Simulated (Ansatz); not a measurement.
The cluster Hg₂O₃⁻. Charge -1, multiplicity 2. Geometry PBE0-D4/def2-SVPD, basis def2-TZVPD, Ansatz.

| atom | x (Å) | y (Å) | z (Å) |
| --- | --- | --- | --- |
| Hg1 | -0.7512 | -3.0777 | 2.1617 |
| Hg2 | 0.2913 | 0.0707 | -0.2391 |
| O3 | -0.0617 | -1.7544 | 0.1981 |
| O4 | -0.1973 | 2.6696 | -1.4180 |
| O5 | 0.7188 | 2.0918 | -0.7027 |

| run | HOMO (eV) | LUMO (eV) |
| --- | --- | --- |
| A | -3.81 | 4.03 |
| B | -0.89 | 0.59 |
| C | -1.79 | 1.74 |
| D | -1.40 | 1.35 |
| E | -0.70 | 0.19 |

In the def2 sets Hg takes a core potential; there is no spin–orbit coupling. HSE06 is defined as in plane-wave codes, on full-range PBE exchange. The structure holds 1 bond(s) between oxygen atoms. Another isomer (doublet) lies 0.02 eV lower at PBE-D4/def2-TZVPD; other spin states weren't run for this one.

HOMO and LUMO are taken over both spins.

Task: The runs used HSE06, PBE, PBE0, r2SCAN, ωB97X-V. Estimate which is which.

Result: A ωB97X-V (range-separated); B r2SCAN (0 % exact exchange); C PBE0 (25 % exact exchange); D HSE06 (range-separated); E PBE (0 % exact exchange). Exact exchange lowers occupied and raises empty levels; among semilocal functionals meta-GGAs tend to open the gap a little, and such runs are hard to tell apart. The gap grows from 0.89 eV (PBE) to 7.84 eV (ωB97X-V).
